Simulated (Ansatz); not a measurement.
One geometry of [closo-1,2-(F)2B6H4]2- (B₆H₄F₂²⁻), several levels of theory.

```yaml
crystal:
  periodic: [false, false, false]
  atoms:
    - {symbol: B, position_ang: [0.318631, 0.961456, -0.654429]}
    - {symbol: B, position_ang: [-1.166849, 0.426905, 0.090274]}
    - {symbol: B, position_ang: [0.298192, 0.549059, 1.031420]}
    - {symbol: B, position_ang: [-0.339693, -1.013660, 0.644458]}
    - {symbol: B, position_ang: [-0.319201, -0.599877, -1.047129]}
    - {symbol: B, position_ang: [1.148874, -0.470914, -0.101280]}
    - {symbol: F, position_ang: [0.709099, 2.128198, -1.402495]}
    - {symbol: H, position_ang: [-2.309082, 0.877037, 0.186561]}
    - {symbol: F, position_ang: [0.664915, 1.236638, 2.242246]}
    - {symbol: H, position_ang: [-0.670999, -2.005553, 1.288220]}
    - {symbol: H, position_ang: [-0.630117, -1.180797, -2.083425]}
    - {symbol: H, position_ang: [2.296232, -0.908502, -0.194410]}
basis:
  gaussian: {orbitals: def2-TZVPD, initial_orbitals: start.molden}
total_charge: -2
hamiltonian: {xc: {name: BLYP}, dispersion: d4}
scf: {omitted_lower_state_checks: [starts]}
output: {orbitals: {seedname: orbitals}}
```

The file start.molden holds the orbitals of an earlier run on this structure, at another level or in another basis.

```sh
$ ansatz run in.yaml --threads 4 --pin off --events-out ev --progress --plain --max-ram 4787MiB
```

Shortened log:

```
Functional definition: BLYP
  name "BLYP"
  cite "Becke, Phys. Rev. A 38, 3098 (1988) doi:10.1103/PhysRevA.38.3098"
  cite "Lee, Yang & Parr, Phys. Rev. B 37, 785 (1988) doi:10.1103/PhysRevB.37.785"
  parameter beta = 0.0042
  parameter a = 0.04918
  parameter b = 0.132
  parameter c = 0.2533
  parameter d = 0.349
  exchange = b88_x(beta = beta)
  correlation = lyp_c(a = a, b = b, c = c, d = d)
these checks for a lower state are left out or cut short: starts
1588 factors; their error is unknown
mean field evaluation 1: about -9559.1364 eV, gradient 1.6e1 eV
mean field evaluation 2: about -9559.4712 eV, gradient 3.1e-1 eV
mean field evaluation 4: about -9559.4391 eV, gradient 1.9e-3 eV
mean field evaluation 8: about -9559.4391 eV, gradient 1.0e-5 eV
mean field -9559.43908968 eV, -351.3029069253 hartree, gradient 1.1e-5 eV, S^2 0.000000; 0 other end points of the search recorded, 0 dependent functions left out
reference -9559.43950277 eV, -351.3029221059 hartree; 27, 27 occupied and 311, 311 virtual orbitals, 1588 factors
Total energy: -9560.30002130 eV, -351.3345455788 hartree
Checks for a lower state left out: starts
```

Hardware: 4 threads of Intel Xeon on a shared host. Wall time 6.5 s, peak host memory 0.57 GiB.

First input, but with `hamiltonian: {xc: {name: BHLYP}, dispersion: d4}` (abridged; 6 s):

```
Functional definition: BHLYP
mean field -9557.92998878 eV, -351.2474484901 hartree, gradient 3.0e-5 eV, S^2 0.000000
Total energy: -9558.40996609 eV, -351.2650873308 hartree
Checks for a lower state left out: starts
```

First input, but with `correlation: {method: mp2}` and without the key `hamiltonian` (abridged; 12 s):

```
Functional definition: HF
mean field -9508.38639724 eV, -349.4267550829 hartree, gradient 6.0e-6 eV, S^2 0.000000
8 core orbitals not correlated: weight in the atoms' cores, before any rotation towards them, 1.000 or more for the frozen orbitals, at most 0.000 for the correlated occupied ones
second order -32.72382933 eV of doubles, -0.00000000 eV of singles
Total energy: -9541.11022657 eV, -350.6293336296 hartree
Checks for a lower state left out: starts
```

The first input with `gaussian: {orbitals: def2-SVPD, initial_orbitals: start.molden}`, `hamiltonian: {xc: pbe0, dispersion: d4}` (abridged; 2.9 s):

```
Functional definition: PBE0
mean field -9542.04609284 eV, -350.6637260808 hartree, gradient 1.9e-5 eV, S^2 0.000000
Total energy: -9542.37328162 eV, -350.6757500466 hartree
Checks for a lower state left out: starts
```

Geometry: PBE-D4/def2-SVPD.

Correlated methods freeze 8 core orbitals. A multiply charged anion in the gas phase is held together partly by the finite basis. Removing one electron lowers the energy by 1.43 eV at PBE0-D4/def2-TZVPD, so it isn't bound. At BLYP-D4/def2-TZVPD, BHLYP-D4/def2-TZVPD, MP2/def2-TZVPD, PBE0-D4/def2-SVPD the highest occupied level of the charge -2 singlet lies above zero (up to 4.29 eV). By energy differences it is unbound by 1.62 eV (vertical, against the charge -1 doublet, at BLYP-D4/def2-TZVPD) and held by the finite basis.
